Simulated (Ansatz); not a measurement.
C$_{5}$H$_{8}$NO (SMILES [CH2]N1CCCC1=O), doublet, geometry from GFN2-xTB. Base run: BLYP/3-21G run with Ansatz (an electronic-structure program).

Geometry (Å):
```xyz
15

C      2.0689     0.2727    -0.1640
N      0.7258     0.2640    -0.0487
C     -0.0732     1.4709    -0.0854
C     -1.4941     0.9650    -0.3459
C     -1.4823    -0.4338     0.2648
C     -0.0309    -0.8659     0.1600
O      0.4211    -1.9915     0.2524
H      2.5810    -0.6645    -0.0989
H      2.5774     1.1997    -0.3261
H      0.2894     2.1473    -0.8623
H     -0.0060     1.9853     0.8813
H     -2.2471     1.6157     0.0941
H     -1.6757     0.9023    -1.4195
H     -1.7640    -0.4154     1.3207
H     -2.1351    -1.1402    -0.2444
```
Charge 0, spin multiplicity 2.
Orbitals are unrestricted.
All else is at Ansatz's defaults.
Base energy -323.35976 Eh.

Variants of this job, named by their change:

```tsv
change	ΔE vs base (mEh)
base	0.000
point_charge = charge:1.0 position_ang:-0.5704, 3.6983, 4.8193	3.615
lower_state_search = off	0.000
nuclear_model = gaussian	0.028
forces = on	0.000
point_charge = charge:-1.0 position_ang:3.7888, 2.3479, -3.9786	-4.968
final_grid = 10, 20, 41	0.000
fitting.mean_field = def2-universal-JKFIT	-0.340
fitting.mean_field = cc-pVTZ-JKFIT	-0.179
point_charge = charge:0.5 position_ang:2.5334, -3.1601, -3.9707	-4.113
final_grid = 14, 28, 59	0.000
```
